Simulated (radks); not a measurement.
The numbers below are computed, except where a source is named.
Spherical quantum dot in the effective-mass picture: electrons in a hard-walled sphere of radius 3.13, all in effective atomic units (hartree* = m*/eps^2 hartree, bohr* = eps/m* bohr), one dielectric constant everywhere. Level of theory: non-relativistic Kohn-Sham, PBEsol, spin-polarised, spherical densities (a radial shooting solver with Libxc functionals). Levels are named by radial order and angular momentum (1s, 1p, 1d, 2s, ...), and open shells are averaged over m. Each electron was tried in the lowest free levels, single moves between levels near the top were tried too, and the lowest total energy was kept; such a search can miss a lower state. At N = 1 the Hartree and exchange-correlation terms need not cancel, so that row can carry a self-interaction error.

N	open shells	2S	E (hartree*)	addition energy mu(N+1) - mu(N) (hartree*)	e(HOMO) (hartree*)	rms radius (bohr*)
1	1s(up 1, down 0)	1	0.511255	0.5146	0.71045	1.676
2	none	0	1.53707	0.8627	1.2251	1.741
3	1p(up 1, down 0)	1	3.42559	0.3997	2.0854	1.849
4	1p(up 2, down 0)	2	5.71382	0.4102	2.4925	1.909
5	1p(up 3, down 0)	3	8.41220	0.5275	2.9047	1.950
6	1p(up 3, down 1)	2	11.6381	0.3890	3.4178	1.984
7	1p(up 3, down 2)	1	15.2530	0.3989	3.8135	2.011
8	none	0	19.2669	0.9486	4.2148	2.033
9	1d(up 1, down 0)	1	24.2294	0.3873	5.1556	2.062
10	1d(up 2, down 0)	2	29.5792	0.3896	5.5443	2.087
11	1d(up 3, down 0)	3	35.3185	0.3908	5.9346	2.108
12	1d(up 4, down 0)	4	41.4487	0.3913	6.3257	2.126
13	1d(up 5, down 0)	5	47.9702	0.4996	6.7173	2.142
14	1d(up 5, down 1)	4	54.9912	0.3809	7.2110	2.157
15	1d(up 5, down 2)	3	62.3931	0.3832	7.5932	2.170
16	1d(up 5, down 3)	2	70.1782	0.3846	7.9772	2.182
17	1d(up 5, down 4)	1	78.3479	0.3854	8.3623	2.193
18	none	0	86.9030	1.042	8.7480	2.204
19	1f(up 1, down 0)	1	96.5003	0.3778	9.7861	2.216
20	1f(up 2, down 0)	2	106.475	0.3784	10.164	2.227
21	1f(up 3, down 0)	3	116.829	0.3788	10.543	2.237
22	1f(up 4, down 0)	4	127.561	0.3791	10.922	2.247
23	1f(up 5, down 0)	5	138.673	0.3792	11.301	2.256
24	1f(up 6, down 0)	6	150.164	0.3793	11.680	2.265
25	1f(up 7, down 0)	7	162.034	0.4813	12.060	2.273
26	1f(up 7, down 1)	6	174.385	0.3737	12.538	2.280
27	1f(up 7, down 2)	5	187.110	0.3744	12.912	2.287
28	1f(up 7, down 3)	4	200.209	0.3748	13.287	2.294
29	1f(up 7, down 4)	3	213.683	0.3752	13.662	2.301
30	1f(up 7, down 5)	2	227.533	0.3754	14.037	2.307
31	1f(up 7, down 6)	1	241.758	0.3755	14.413	2.313
32	none	0	256.358	0.8899	14.788	2.318
33	2s(up 1, down 0)	1	271.848	0.5977	15.731	2.309
34	none	0	287.936	0.4438	16.321	2.301
35	1g(up 1, down 0)	1	304.468	0.3703	16.717	2.307
36	1g(up 2, down 0)	2	321.370	0.3485	17.110	2.314
37	2s(up 1, down 0) 1g(up 4, down 0)	5	338.620	0.3697	17.435	2.334
38	2s(up 1, down 0) 1g(up 5, down 0)	6	356.240	0.3710	17.806	2.339
39	2s(up 1, down 0) 1g(up 6, down 0)	7	374.231	0.3710	18.177	2.344
40	2s(up 1, down 0) 1g(up 7, down 0)	8	392.594	-	18.548	2.349

All shells are closed at N = 2, 8, 18, 32, 34 (there: 1s2 1p6 1d10 2s2 1f14); the second difference of the energy has clear peaks (12 % above both neighbours; the first and last values, which can be the largest, are not judged, and half-filled shells can peak too) at N = 2, 5, 8, 13, 18, 25, 32.
